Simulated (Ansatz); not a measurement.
Born–Oppenheimer molecular dynamics of CH2BFS (6 atoms, charge 0, multiplicity 1). It goes on from the last frame of an earlier run, with new velocities.

Level of theory: UKS PBE-D4/6-31G in Ansatz.

| Property | Result |
| --- | --- |
| ensemble | NVE (velocity Verlet) |
| time step | 1 fs |
| steps asked | 250 |
| starting velocities drawn for | 500 K |
| seed | 623295 |

First frame:

```xyz
6
Properties=species:S:1:pos:R:3
F 0.555 -2.041 0.937
B -0.035 -0.873 0.641
C -0.964 0.230 1.335
S -0.619 0.089 -0.825
H -0.402 1.226 1.771
H -2.067 0.201 1.345
```

(1) How far do the bonds stretch over the last three quarters of this one trajectory? (Pairs bonded in most of those frames.)

Results:

(1) 
| bond | mean (Å) | spread (Å) | shortest | longest |
| --- | --- | --- | --- | --- |
| F1–B2 | 1.365 | 0.046 | 1.28 | 1.47 |
| B2–C3 | 1.533 | 0.046 | 1.43 | 1.64 |
| B2–S4 | 1.809 | 0.047 | 1.74 | 1.93 |
| C3–S4 | 2.072 | 0.053 | 1.97 | 2.16 |
| C3–H5 | 1.104 | 0.041 | 1.02 | 1.20 |
| C3–H6 | 1.115 | 0.075 | 0.98 | 1.23 |

Mean temperature of the second half: 681 K. The conserved energy stayed within 3 meV per atom of its start (net change -0.97 meV per atom), so the integration is sound. The system heated up, since it started high on the potential surface and ran downhill. A run of 0.25 ps of so small a system gives no equilibrium averages. Limits of this set-up: no polarisation functions.

The run took 7.8 min on 1 thread of Arm Neoverse V1 (shared host), peak memory 0.1 GiB.
